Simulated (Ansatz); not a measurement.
## One arrangement of a pair

The pair of K⁺ (SMILES [K+], atom 1) and CH3I (SMILES CI, atoms 2–6), both closed shells, in one local arrangement (a lower one may exist), relaxed at PBE0-D4/def2-TZVP:

```json
{"atom": "K1", "x (Å)": "0.0775", "y (Å)": "-0.2480", "z (Å)": "-3.7174"}
{"atom": "C2", "x (Å)": "0.1228", "y (Å)": "0.1699", "z (Å)": "0.8937"}
{"atom": "I3", "x (Å)": "-1.0906", "y (Å)": "-0.8914", "z (Å)": "-0.5122"}
{"atom": "H4", "x (Å)": "0.0393", "y (Å)": "1.2285", "z (Å)": "0.6711"}
{"atom": "H5", "x (Å)": "-0.2890", "y (Å)": "-0.0639", "z (Å)": "1.8705"}
{"atom": "H6", "x (Å)": "1.1397", "y (Å)": "-0.1950", "z (Å)": "0.7944"}
```

Ansatz 0.2.0; basis: def2-TZVPPD, with def2-QZVPPD for the basis limit; cores frozen in the correlated methods. Filled d shells of the heavier atoms are correlated. Core potentials replace the inner electrons of the atoms past krypton. The outer core shell of Li, Na, Mg and K is correlated. The def2 sets are not built for correlating such inner shells, so the correlated values are less sure here. B3LYP uses VWN-RPA correlation. Extrapolation: Hartree–Fock as exp(−7.88 √X), correlation as X^−2.97. Interaction energies count from these two fragments, frozen as in the pair, with the counterpoise correction; negative means bound.

Task: What is the interaction energy by CCSD(T) at an estimated basis limit (MP2 extrapolated from triple and quadruple zeta, plus CCSD(T) − MP2 in triple zeta)? (An estimate is asked for; the value comes from the calculation.)

Result: Computed: -46.6 kJ/mol. Hartree–Fock alone gives -40.2 kJ/mol at the basis limit. It counts from the two fragments frozen as in the pair.

The same quantity by other methods in triple zeta, and each one's difference from that estimate:
| method | E_int (kJ/mol) | difference |
| --- | --- | --- |
| PBE-D4 | -49.0 | -2.4 |
| revPBE-D4 | -45.5 | 1.0 |
| BLYP-D4 | -47.3 | -0.7 |
| r2SCAN-D4 | -45.0 | 1.5 |
| B97M-V | -45.3 | 1.3 |
| PBE0-D4 | -47.9 | -1.4 |
| B3LYP-D4 | -47.7 | -1.1 |
| HSE06-D4 | -48.1 | -1.5 |
| wB97X-V | -45.8 | 0.8 |
| wB97M-V | -45.8 | 0.8 |
| B2PLYP | -42.9 | 3.6 |
| HF | -39.1 | 7.5 |
| MP2 | -42.1 | 4.5 |
| CCSD | -40.5 | 6.0 |
| CCSD(T) | -40.9 | 5.7 |
Differences are method less estimate.

Task: Which atoms make the shortest contact between the fragments?

Result: K1 and I3, 3.47 Å apart.

Basis-set superposition shift (counterpoise-corrected less uncorrected): CCSD(T) 2.8; MP2 2.7; HF 0.1; PBE0-D4 0.3; wB97M-V 0.3 kJ/mol.

T1 diagnostic: at most 0.008.

For scale, one of the runs: CCSD(T)/def2-TZVPPD, 183 basis functions, launched by `ansatz run in.yaml --threads 4 --pin off --events-out ev --progress --plain --max-ram 9574MiB`. The run took 14 s on 4 CPU threads of an AMD EPYC 9R45 (shared host), with 2.1 GiB of host memory at its peak.
